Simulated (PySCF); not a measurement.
## Ionisation and electron attachment of trifluoroacetophenone

System: trifluoroacetophenone, `O=C(c1ccccc1)C(F)(F)F` (C8H5F3O). Numbering: `[O:1]=[C:2]([c:3]1[cH:4][cH:5][cH:6][cH:7][cH:8]1)[C:9]([F:10])([F:11])[F:12]` These are map numbers, not IUPAC locants.

Energies: ωB97X-D3(BJ)/ma-def2-SVP (PySCF, density fitting, integration grid level 2) on PBE0-D3(BJ)/ma-def2-SVP structures. ωB97X-D3(BJ) is ωB97X-V with D3(BJ) in place of VV10. Zero-point and thermal terms (298.15 K, 1 bar) come from unscaled GFN2-xTB harmonic frequencies, with soft modes damped to free rotors in the entropy. These were taken at the GFN2-xTB minima.

Frontier levels of the parent: HOMO -10.28 eV, LUMO -0.52 eV.

Oxidation to the radical cation:
- Vertical ionisation energy (electronic): 10.03 eV
- Adiabatic ionisation energy (with zero-point energy): 9.70 eV
- Adiabatic, electronic part: 9.81 eV
- Vertical gap at the product's structure: 9.62 eV
- Inner reorganisation energy (four-point): 414 meV
- Relaxation of product / of parent: 225 / 189 meV
- ⟨S²⟩ of the product: 0.772
- Largest spin populations: C7 0.46, C4 0.45
- Largest changes of atomic charge: C7 0.20, C4 0.18
- Distances that move most (Å): C7–C8 1.392 → 1.432; C4–C5 1.388 → 1.426; C3–C8 1.403 → 1.374; C3–C4 1.404 → 1.432
- Potential in acetonitrile: 7.33 V absolute (solvation -21 → -248 kJ/mol)

Reduction to the radical anion:
* Vertical electron affinity (electronic): 0.75 eV
* Adiabatic electron affinity (with zero-point energy): 1.16 eV
* Adiabatic, electronic part: 1.08 eV
* Vertical gap at the product's structure: 1.37 eV
* Inner reorganisation energy (four-point): 616 meV
* Relaxation of product / of parent: 329 / 287 meV
* ⟨S²⟩ of the product: 0.786
* Largest spin populations: O1 0.33, C2 0.27, C6 0.24, C4 0.18
* Largest changes of atomic charge: O1 -0.23, C2 -0.21, C6 -0.12
* Distances that move most (Å): O1–C2 1.204 → 1.263; C2–C3 1.481 → 1.437; C2–C9 1.556 → 1.520; C9–F10 1.339 → 1.366
* Potential in acetonitrile: 3.17 V absolute (solvation -21 → -214 kJ/mol)

Solvents are IEF-PCM continua (electrostatics only, gas-phase structures); absolute potentials refer to an electron at rest in vacuum.

Measured values (NIST Chemistry WebBook, evaluated or the median of agreeing entries): adiabatic ionisation energy 9.72 eV (computed 9.70, difference -0.02); adiabatic electron affinity 0.98 eV (computed 1.16, difference 0.17).

Note: ma-def2-SVP is a small basis, whose errors can reach tens of kJ/mol.

Structures, frequencies and single points took 33 min of wall time on 1 thread of Intel Xeon Platinum 8488C (shared host), launched as `OMP_NUM_THREADS=1 python redox_run.py task.json out`.

Differences come from unrounded values, so a last digit can differ from that of the printed terms.
